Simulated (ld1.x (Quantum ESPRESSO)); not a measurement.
Building the TM potential for Be (Z = 4) (PBE, non-relativistic).

beryllium, norm-conserving Troullier–Martins (Kleinman–Bylander form), made with ld1.x (Quantum ESPRESSO) 7.5 (PBE, non-relativistic). Core none, reference 1s2 2s2 2p0. Waves: 1s (bound): rc 0.50 bohr; 2p (bound, empty): rc 4.20 bohr. Local part: all-electron potential smoothed inside 1.95 bohr (lloc = -2). Core correction: none.

Occupied shells without a wave of their own: 2s. They enter only through the test configuration that unscreens the potential.

All-electron outer shells of the reference configuration (PBE, non-relativistic, ld1.x):

| shell | level (eV) | outermost node (bohr) | outermost maximum (bohr) |
| --- | --- | --- | --- |
| 1s | -106.20 | – | 0.27 |
| 2s | -5.61 | 0.59 | 2.04 |
| 2p | -2.02 | – | 2.28 |

Calculated quality:

```
Cutoffs needed           : 300 Ry and over 300 Ry (the cutoffs (Ry, on a coarse ladder) from which the occupation-weighted sum of valence levels, in a spherical-Bessel basis at the reference potential, stays within 10 and 1 mRy of its value at 400 Ry)
Ghost test               : no extra level below or beside the all-electron valence levels (s, p, d, f tested) (spherical-Bessel basis up to 400 Ry, 20 bohr box)
Largest excitation error : +4255 meV (all-electron minus pseudo) for 1s2 2s0 2p0, out of 7 test configurations
```

The potential misses its own reference levels by up to 1.1 eV, so it is not fit for use.

Generation and tests took about 0.69 s on one core of a shared server CPU.
